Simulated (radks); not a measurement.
All-electron atom: neutral arsenic in [Ar] 3d10 4s2 4p3. All-electron calculation, Dirac Kohn-Sham, PBE, spin-unpolarised, spherical densities, finite nucleus; open shells are shared between the two j in proportion to 2j + 1; Fermi nuclear charge, rms radius 4.0968 fm. Program: a radial shooting solver on a logarithmic mesh with Libxc functionals.

Normalised radial functions P(r) = r R(r) (large component), r in bohr:

r	4s1/2	4p3/2
0.003995	0.0523	0.0015
0.004577	0.0585	0.0019
0.005244	0.0652	0.0024
0.006008	0.0724	0.0032
0.006883	0.0800	0.0041
0.007949	0.0886	0.0053
0.009107	0.0969	0.0069
0.01043	0.1052	0.0088
0.01195	0.1134	0.0113
0.01381	0.1214	0.0145
0.01582	0.1280	0.0184
0.01812	0.1330	0.0232
0.02076	0.1358	0.0291
0.02379	0.1356	0.0363
0.02747	0.1312	0.0454
0.03147	0.1220	0.0557
0.03606	0.1072	0.0676
0.04131	0.0858	0.0811
0.04771	0.0557	0.0970
0.05466	0.0200	0.1130
0.06262	-0.0218	0.1292
0.07174	-0.0682	0.1446
0.08219	-0.1164	0.1577
0.09492	-0.1649	0.1668
0.1088	-0.2029	0.1686
0.1246	-0.2269	0.1611
0.1427	-0.2310	0.1423
0.1649	-0.2075	0.1079
0.1889	-0.1560	0.0614
0.2164	-0.0768	0.0026
0.2479	0.0243	-0.0649
0.284	0.1365	-0.1352
0.328	0.2500	-0.2036
0.3758	0.3330	-0.2529
0.4306	0.3744	-0.2780
0.4933	0.3610	-0.2715
0.5697	0.2809	-0.2262
0.6527	0.1478	-0.1480
0.7478	-0.0276	-0.0406
0.8567	-0.2246	0.0873
0.9815	-0.4197	0.2244
1.134	-0.5983	0.3661
1.299	-0.7211	0.4848
1.488	-0.7878	0.5787
1.705	-0.7946	0.6407
1.969	-0.7413	0.6662
2.255	-0.6464	0.6520
2.584	-0.5259	0.6049
2.96	-0.3983	0.5325
3.392	-0.2798	0.4448
3.917	-0.1766	0.3470
4.488	-0.1046	0.2594
5.141	-0.0564	0.1828
5.89	-0.0274	0.1206
6.803	-0.0112	0.0714
7.794	-0.0041	0.0397
8.929	-0.0013	0.0200

4s1/2: eigenvalue -14.490 eV, 3 radial nodes at r = 0.0585, 0.240, 0.733 bohr, <r> = 1.94 bohr, 90 % of the charge inside 2.92 bohr. 4p3/2: eigenvalue -5.106 eV, 2 radial nodes at r = 0.218, 0.782 bohr, <r> = 2.57 bohr, 90 % of the charge inside 4.04 bohr.
